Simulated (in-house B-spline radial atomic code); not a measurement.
N. Computed with a B-spline radial atomic code. Model: non-relativistic spherical atom: semilocal Troullier-Martins pseudo-atom, one channel per l, against all electrons, high spin, G0W0 and RPA with empty states to l = 8, local potential for every l without a channel, a model core (radius 0 = none) keeps its share of the functional.

What the tables leave out is listed at the end.

The pseudopotential gives back the lowest level of each angular momentum of its own functional in the configuration it was made in; a second state of the same l is only approximately right. Exact exchange, RPA and GW see the smooth pseudo-orbitals and miss the exchange with the core, for which the functional's share stands in. The column with an uncorrelated core keeps all orbitals and exact exchange, and so separates missing core correlation from pseudisation. Only the three outermost levels and the lowest empty one were computed. RPA here is direct RPA, with no exchange kernel, and its energies carry an (l + 1/2)⁻⁴ tail. A hybrid on a potential with a model core restores only its own semilocal share of the core's exchange.

Command:
```bash
python run_psgw.py task.json out
```
Settings (lengths in bohr, energies in hartree):
```
Z                      7
electrons              7
configuration          [He] 2s2 2p3
generated_in           [He] 2s2 2p3
functional             pbe,pbe
core_shells            1
radius_factor          0.8
core_correction        False
```

Cost of the run: 18 s on 1 thread of Arm Neoverse N1, with other jobs on the host.

Given: made with PBE; model core radius 0 bohr; local radius 0.865 bohr; mean-field start PBE.

Valence shells of the generating configuration: 2s, 2p.

Channel: s 0.811, p 1.173 (radii in bohr).

Computed: largest level miss in the spin-unpolarised generating configuration 0 eV; valence RPA correlation energy pseudo -0.23785 hartree; all-electron RPA polarisability, core included 7.031 bohr³; pseudo-atom RPA polarisability 6.9725 bohr³.

```
  level  occupied  mean-field all-electron (eV)  mean-field pseudo minus all (eV)  G0W0 all-electron (eV)  G0W0 uncorrelated core minus all (eV)  G0W0 pseudo minus all (eV)  exchange self-energy all-electron (eV)  exchange self-energy pseudo (eV)
  2p up         1                       -8.3043                             -0.05                 -13.532                                  0.052                       0.055                                 -25.378                           -24.865
2s down         1                       -15.281                             0.224                 -20.373                                  0.046                       0.138                                 -19.991                            -18.01
```

**Question.** What is the valence RPA correlation energy all-electron orbitals?

**Answer.** -0.23434 hartree.

Given: mean-field start PBE0.

Computed: valence RPA correlation energy all-electron orbitals -0.21539 hartree; valence RPA correlation energy pseudo -0.21878 hartree; pseudo-atom RPA polarisability 5.7684 bohr³.

```tsv
level	occupied	mean-field all-electron (eV)	mean-field pseudo minus all (eV)	G0W0 all-electron (eV)	G0W0 uncorrelated core minus all (eV)	G0W0 pseudo minus all (eV)	exchange self-energy all-electron (eV)	exchange self-energy pseudo (eV)
2p up	1	-10.216	-0.034	-14.207	0.057	0.066	-25.516	-24.978
2s down	1	-16.81	0.208	-20.739	0.052	0.131	-19.908	-18.008
```

**Question.** What is the all-electron RPA polarisability, core included?

**Answer.** 5.783 bohr³.

Given: mean-field start Hartree-Fock.

Computed: valence RPA correlation energy all-electron orbitals -0.17622 hartree; valence RPA correlation energy pseudo -0.17881 hartree; pseudo-atom RPA polarisability 4.0119 bohr³.

```tsv
level	occupied	mean-field all-electron (eV)	mean-field pseudo minus all (eV)	G0W0 all-electron (eV)	G0W0 uncorrelated core minus all (eV)	G0W0 pseudo minus all (eV)	exchange self-energy all-electron (eV)	exchange self-energy pseudo (eV)
2p up	1	-15.536	0	-15.028	0.057	0.076	-25.808	-25.256
2s down	1	-19.75	0.219	-20.777	0.054	0.166	-19.343	-17.666
2s up	1	-31.646	-0.495	-28.334	0.031	-0.216	-32.443	-31.285
```

**Question.** What is the all-electron RPA polarisability, core included?

**Answer.** 3.9937 bohr³.

Among the listed levels the largest G0W0 shift of the pseudo-atom is -0.22 eV, for 2s up on the Hartree-Fock start, while leaving the core uncorrelated moves that level by +0.03 eV. So pseudisation and the lost core exchange, not the missing core correlation, make the error. Not in the tables (levels of low weight, unsolved or above zero; the highest and the empty levels are kept at any weight): on PBE the G0W0 levels 2s up (pseudo minus all -0.17 eV, weights 0.16 and 0.16), 2p down (pseudo minus all +0.14 eV, weights 0.84 and 0.82); on PBE0 the G0W0 levels 2s up (pseudo minus all -0.06 eV, weights 0.34 and 0.35), 2p down (pseudo minus all +0.09 eV, weights 0.91 and 0.90).
